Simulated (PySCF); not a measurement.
Al(NMe2)(SiH3)2, C2H12AlNSi2, SMILES C[N](C)[Al]([SiH3])[SiH3] (GFN2-xTB optimised geometry):

```
18

Al    -0.189     0.167     0.000
N     -0.939    -1.481     0.001
C     -0.180    -2.718     0.020
C     -2.370    -1.722    -0.016
H     -0.415    -3.317     0.908
H     -0.391    -3.330    -0.866
H      0.886    -2.477     0.032
H     -2.667    -2.295    -0.904
H     -2.691    -2.284     0.870
H     -2.890    -0.761    -0.029
Si     2.239     0.167     0.000
H      2.889    -0.455     1.179
H      2.814     1.534    -0.032
H      2.890    -0.510    -1.147
Si    -1.783     1.999     0.000
H     -1.129     3.330     0.017
H     -2.711     2.053     1.156
H     -2.690     2.073    -1.171
```

Method: PBE0/def2-SVP (PySCF 2.14.0).

What are the frontier orbital energies and the dipole moment?

HOMO-2 -8.72 eV, HOMO-1 -7.46 eV, HOMO -6.62 eV, LUMO -1.72 eV, LUMO+1 -0.40 eV; dipole moment 1.99 D.

On the same geometry PySCF with PBE/def2-SVP gives HOMO-2 -7.44 eV, HOMO-1 -6.36 eV, HOMO -5.44 eV, LUMO -2.38 eV, LUMO+1 -1.12 eV; dipole moment 2.17 D.

Meta-Löwdin charges at PBE0/def2-SVP: Al1 0.41, N2 -0.37, C3 -0.18, C4 -0.18, H5 0.09, H6 0.09, H7 0.10, H8 0.09, H9 0.09, H10 0.10, Si11 0.09, H12 -0.07, H13 -0.07, H14 -0.07, Si15 0.09, H16 -0.07, H17 -0.07, H18 -0.07.
